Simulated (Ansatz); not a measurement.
Species: SnF₄, net charge 0, singlet state. 
Geometry from a B3LYP-D3(BJ)/def2-TZVP (Ansatz, a program for electronic structure) optimisation:
```xyz
5

F     -1.2337    -1.0339    -0.9903
Sn     0.0000     0.0000     0.0000
F      0.4625     1.5444    -0.9863
F     -0.7825     0.5122     1.6423
F      1.5537    -1.0227     0.3343
```
Charge 0, spin multiplicity 1.

Wanted: atomisation energy (electronic, to ground-state atoms), in eV. Valence correlation only, unless marked. UHF or UKS for open shells. No spin-orbit coupling. Frozen are the shells of the preceding noble gas and the d and f shells that filled before the atom's block. In def2 rows, elements after Kr have scalar-relativistic effective core potentials. The coupled-cluster limit lacks core correlation, which all-electron functionals hold. CBS marks a two-point X^-3 extrapolation of the correlation energy; Hartree-Fock from the larger set. [CCSD(T)-MP2]/basis is that difference in the basis named.

| level | program | atomisation energy (eV) | minus last row |
|---|---|---|---|
| SVWN5/def2-TZVPD | Ansatz | 21.42 | 2.91 |
| PBE/def2-TZVPD | Ansatz | 18.31 | -0.20 |
| PBE0/def2-SVP | Ansatz | 16.54 | -1.97 |
| PBE0-D3(BJ)/def2-TZVP | Ansatz + dftd3 | 17.26 | -1.25 |
| PBE0-D3(BJ)/def2-TZVPD | Ansatz + dftd3 | 17.27 | -1.24 |
| PBE0-D4/def2-TZVP | Ansatz + dftd4 | 17.28 | -1.23 |
| PBE0/def2-TZVP | Ansatz | 17.20 | -1.31 |
| PBE0/def2-QZVPP | Ansatz | 17.38 | -1.13 |
| BHLYP-D4/def2-TZVPD | Ansatz + dftd4 | 16.10 | -2.41 |
| r2SCANh-D4/def2-TZVPD | Ansatz + dftd4 | 17.41 | -1.10 |
| HSE06-D3(BJ)/def2-TZVPD | Ansatz + dftd3 | 17.27 | -1.24 |
| B2GP-PLYP/def2-TZVPD | Ansatz | 17.77 | -0.74 |
| MP2/def2-QZVPP | Ansatz | 19.67 | 1.16 |
| RI-MP2/def2-TZVPP | Ansatz | 19.06 | 0.55 |
| SCS-MP2/def2-QZVPPD | Ansatz | 18.93 | 0.42 |
| CCSD/def2-SVPD | Ansatz | 16.58 | -1.93 |
| CCSD/def2-TZVPP | Ansatz | 17.12 | -1.39 |
| CCSD/def2-QZVPPD | Ansatz | 17.71 | -0.80 |
| CCSD(T)/def2-QZVPP | Ansatz | 18.25 | -0.26 |
| RI-MP2/CBS(def2-TZVPP,def2-QZVPP)+[CCSD(T)-MP2]/def2-SVP | Ansatz | 18.58 | 0.07 |
| CCSD(T)/CBS(def2-TZVPPD,def2-QZVPPD) | Ansatz | 18.51 | 0.00 |
